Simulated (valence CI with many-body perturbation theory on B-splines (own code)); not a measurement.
# Pt⁴⁷⁺: what each term of the Hamiltonian does

Computed by relativistic CI+MBPT: three valence electrons over a frozen Dirac-Fock core [Ar] 3d10, radial functions for each j: 11 s, 11 p, 9 d, 7 f, 5 g, 2 h, 1 i, with the one-electron correlation potential Σ1, the two-electron term Σ2, the three-electron term Σ3, Breit, model QED; selected CI, second order for the rest (own B-spline code, finite nucleus).

The last digits are not significant, and no measured levels were compared; by estimate large intervals hold to a few tenths of a per cent, small ones and those within an open d or f shell to about a per cent.

Each rung adds one term. CI alone is the Dirac-Coulomb CI over the frozen core; QED comes last and gives the full result, which names the levels. Energies are above (4s^2 4p1/2) J=1/2 on the same rung, in × 10³ cm⁻¹.

Levels are named by their leading jj configuration (3d3/2^4 stands for four electrons in 3d with j = 3/2), which in mixed levels can hold well under half, so a name can repeat and another be missing. Letters in brackets count levels of one name in rising energy.

```tsv
Level	CI alone
(4s 4p1/2^2) J=1/2	867.91
(4s^2 4p3/2) J=3/2	1056.5
(4s 4p1/2 4p3/2) J=3/2 [a]	1803.4
(4s 4p1/2 4p3/2) J=5/2	1880.3
(4s 4p1/2 4p3/2) J=3/2 [b]	1987.5
(4s 4p1/2 4p3/2) J=1/2	2010.3
(4s^2 4d3/2) J=3/2	2486.4
(4s^2 4d5/2) J=5/2	2682.3
(4p1/2^2 4p3/2) J=3/2	2856.8
(4s 4p3/2^2) J=5/2	2930.4
(4s 4p3/2^2) J=1/2	3062.4
(4s 4p3/2^2) J=3/2	3097.3
(4s 4p1/2 4d3/2) J=3/2 [a]	3160.9
(4s 4p1/2 4d3/2) J=5/2	3227.6
(4s 4p1/2 4d3/2) J=1/2	3347.3
(4s 4p1/2 4d3/2) J=3/2 [b]	3359.6
```

Question: What do these energies become with core correlation, Breit and QED?

Answer: (4s 4p1/2^2) J=1/2 864.82 (-3.10); (4s^2 4p3/2) J=3/2 1049.3 (-7.25); (4s 4p1/2 4p3/2) J=3/2 [a] 1796.8 (-6.60); (4s 4p1/2 4p3/2) J=5/2 1870.7 (-9.59); (4s 4p1/2 4p3/2) J=3/2 [b] 1974.0 (-13.51); (4s 4p1/2 4p3/2) J=1/2 1993.6 (-16.69); (4s^2 4d3/2) J=3/2 2464.1 (-22.28); (4s^2 4d5/2) J=5/2 2660.4 (-21.89); (4p1/2^2 4p3/2) J=3/2 2838.4 (-18.39); (4s 4p3/2^2) J=5/2 2911.4 (-19.01); (4s 4p3/2^2) J=1/2 3041.9 (-20.48); (4s 4p3/2^2) J=3/2 3072.0 (-25.31); (4s 4p1/2 4d3/2) J=3/2 [a] 3144.8 (-16.13); (4s 4p1/2 4d3/2) J=5/2 3209.1 (-18.49); (4s 4p1/2 4d3/2) J=1/2 3322.5 (-24.87); (4s 4p1/2 4d3/2) J=3/2 [b] 3334.7 (-24.86).

Question: How does the ionisation energy move along the ladder, and which term matters most?

Answer: CI alone 2605.7, + Σ1 2607.6, + Σ2 2607.6, + Σ3 2607.6, + Breit 2604.1, + QED 2604.1 eV. The largest step is Breit, -3.5 eV. NIST lists 2603 ± 4 eV (theoretical).
